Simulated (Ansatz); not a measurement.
AlClH₃NOSi (`O[SiH]1[NH][Al]1[Cl]`), relaxed with RKS PBE0-D4/def2-TZVP in the Gaussian-basis code of Ansatz from a PBE-D4/def2-SVP geometry. The force threshold is 0.005 eV/Å; the program also tests the step.

Total charge 0; spin multiplicity 1.

Start:

```xyz
8

O     0.123    0.020   -2.171
Si    0.244   -0.633   -0.626
N     0.633    0.452    0.737
Al   -0.983   -0.137    1.288
Cl   -2.176    0.313    2.975
H    -0.492    0.773   -2.238
H     1.168   -1.792   -0.874
H     1.484    1.004    0.908
```

Q: How much energy does the relaxation release, and in how many steps? (An estimate is asked.)

A: The calculation gave: 6.40 kJ/mol, in 7 steps, 1 of them rejected.

Q: Which bonds change most? (An estimate is asked.)

A: Ansatz gave: Si2–N3 from 1.785 to 1.747 Å; O1–Si2 from 1.682 to 1.645 Å; Si2–Al4 from 2.327 to 2.300 Å; N3–Al4 from 1.806 to 1.781 Å.

Q: Give the relaxed structure. (Best estimate.)

A: Computed: 
```xyz
8

O     0.119    0.016   -2.130
Si    0.239   -0.620   -0.618
N     0.617    0.445    0.715
Al   -0.970   -0.136    1.278
Cl   -2.140    0.301    2.954
H    -0.462    0.772   -2.237
H     1.147   -1.769   -0.855
H     1.451    0.990    0.892
```
